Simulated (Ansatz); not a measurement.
Gas-phase electronic energies from Ansatz, PBE0-D4/def2-TZVP geometries. CCSD(T)/CBS is the MP2 limit (def2-TZVPP, def2-QZVPP) plus CCSD(T) − MP2 in def2-TZVPP, frozen cores. Functionals use def2-TZVPP. For Se outer-core shells are correlated without core-valence functions, which leaves a few kJ/mol of doubt a bond. Scalar relativity is left out up to krypton. Each species was taken in one conformer, which may not be the lowest.

`[OH][Al]([SH])[AlH][F]` + H₂Se → `[F][AlH][SeH]` + `[OH][AlH][SH]`  (cleavage of the Al–Al bond)

| level | ΔE (kJ/mol) | difference from CCSD(T)/CBS |
| --- | --- | --- |
| revPBE-D4 | -98.8 | 12.9 |
| BLYP-D4 | -104.0 | 7.7 |
| r2SCAN0-D4 | -115.5 | -3.8 |
| B2PLYP | -112.6 | -0.9 |
| PBE | -97.7 | 14.0 |
| revPBE | -97.5 | 14.2 |
| BLYP | -103.7 | 8.0 |
| r2SCAN | -114.3 | -2.6 |
| r2SCAN0 | -116.0 | -4.3 |
| BHLYP | -113.7 | -2.0 |
| RPA@PBE/def2-TZVPP | -102.5 | 9.2 |
| HF/def2-SVP | -119.7 | -8.0 |
| HF/def2-TZVPP | -118.1 | -6.4 |
| MP2/def2-TZVPP | -120.2 | -8.5 |
| CCSD(T)/def2-TZVPP | -108.1 | 3.6 |
| MP2/def2-QZVPP | -122.2 | -10.5 |
| CCSD(T)/CBS | -111.7 | 0 |

Task: What do rigid-rotor, harmonic-oscillator terms from PBE0-D4/def2-TZVP frequencies (298.15 K, 1 bar) make of the CCSD(T)/CBS value? (Best estimate.)

Result: Computed: ΔZPE = +1.8 kJ/mol, ΔH = -113.5 kJ/mol, ΔS = -7 J/(mol·K), ΔG = -111.3 kJ/mol. Modes under 50 cm⁻¹ make the entropy rough.

Largest T1 diagnostic among the species: 0.013.

Leaving LDA and LC-ωPBE aside and taking each functional with its dispersion term where it has one, the values, not all of them listed here, spread over 21.9 kJ/mol, from B97M-V to PBE-D4. From PBE to PBE0 (25 % exact exchange), in def2-TZVPP and without D4, ΔE moves by −5.6 kJ/mol.
